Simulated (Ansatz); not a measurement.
`[SiH3][SiH2]Br` + `C#[C][AlH][OH]` → `O[SiH2][SiH2]Br` + `C#[C][AlH2]`  (redistribution)

Isolated molecules relaxed with PBE0-D4/def2-TZVP in Ansatz; ΔE leaves out vibrations. CCSD(T)/CBS adds triple-zeta CCSD(T) − MP2 to the extrapolated MP2 energy (def2 sets, frozen cores). DFT in def2-TZVPP. B3LYP here is the variant with VWN-RPA as its local correlation; programs differ in this. For Br outer-core shells are correlated without core-valence functions, which leaves a few kJ/mol of doubt a bond. Scalar relativity is left out up to krypton. One conformer a species, not always the lowest.

(1) Is it downhill or uphill in electronic energy at CCSD(T)/CBS, and by how much? (Best estimate.)

(2) What do these levels give: BHLYP-D4, CAM-B3LYP-D4, B3LYP, HF/def2-SVP, MP2/def2-TZVPP, CCSD/CBS(def2)? (Estimate.)

Largest T1 diagnostic among the species: 0.014.

## Answers

(1) Computed: Uphill: ΔE = +65.5 kJ/mol.

(2) Ansatz gave: BHLYP-D4 61.9, CAM-B3LYP-D4 64.3, B3LYP 67.0, HF/def2-SVP 68.3, MP2/def2-TZVPP 68.1, CCSD/CBS(def2) 65.1 kJ/mol.

The D4 term adds −3.2 kJ/mol with B3LYP and −1.7 kJ/mol with PBE0; it sums over pairs of atoms, weighted by their polarisabilities, and B3LYP, whose exchange is more repulsive, gets the larger term. At CCSD(T), def2-SVP lies +11.1 kJ/mol from the extrapolated value and def2-TZVPP +1.8 kJ/mol. From BLYP to BHLYP (50 % exact exchange), in def2-TZVPP and without D4, ΔE moves by −4.3 kJ/mol.
